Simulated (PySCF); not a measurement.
## The potential of point charges around `O=C1CCC(=O)N1`

Species: `C1CC(NC1=O)=O`. Coordinates (GFN2-xTB, Å) and charges (e) from the PBE0/pcSseg-1 density (PySCF):

```
atom       x       y       z  Mulliken      IAO  Hirshfeld  ESP-fitted
  O1  -2.008   1.047  -1.086   -0.3776  -0.4482    -0.2721     -0.5258
  C2  -1.032   0.595  -0.557   +0.4479  +0.4495    +0.1872     +0.6144
  C3  -0.644  -0.862  -0.394   -0.2661  -0.3304    -0.0725     -0.2336
  C4   0.688  -0.845   0.349   -0.2661  -0.3303    -0.0725     -0.2146
  C5   1.000   0.620   0.582   +0.4478  +0.4495    +0.1872     +0.6085
  O6   1.952   1.097   1.134   -0.3777  -0.4482    -0.2721     -0.5249
  N7  -0.035   1.344   0.030   -0.4836  -0.3404    -0.0884     -0.5104
  H8  -1.431  -1.379   0.153   +0.1674  +0.1743    +0.0614     +0.1119
  H9  -0.576  -1.323  -1.380   +0.1673  +0.1743    +0.0615     +0.1110
 H10   1.501  -1.293  -0.222   +0.1674  +0.1743    +0.0615     +0.1065
 H11   0.647  -1.356   1.311   +0.1673  +0.1743    +0.0615     +0.1084
 H12  -0.061   2.354   0.054   +0.2059  +0.3013    +0.1574     +0.3486
```

Points outside the species (Å): A (-0.2, 2.2, -4.5); B (-6.3, 3.0, 1.0); C (3.0, 1.5, 3.5).

Problem. Find the potential V = 14.3996 V·Å × Σ q/r of each set of charges at these points.

Solution. In volts:

| point | nearest atom | distance (Å) | Mulliken | IAO | Hirshfeld | ESP-fitted |
| --- | --- | --- | --- | --- | --- | --- |
| A | O1 | 4.03 | -0.152 | -0.082 | -0.040 | -0.045 |
| B | O1 | 5.16 | -0.159 | -0.134 | -0.082 | -0.127 |
| C | O6 | 2.62 | -0.568 | -0.641 | -0.406 | -0.671 |

Problem. How far are the other sets from the ESP-fitted one at these points?

Solution. Root-mean-square difference: IAO 0.028 V, Mulliken 0.088 V, Hirshfeld 0.155 V. The ESP scheme is a least-squares fit of atom-centred charges to the potential on four shells outside the van der Waals surface, with the total charge fixed.

Problem. What energy would a point charge of -2 e have at C in the field of the ESP charges, leaving out polarisation?

Solution. +1.341 eV = +129.4 kJ/mol, a repulsion.

Isolated species at its GFN2-xTB geometry, gas phase.
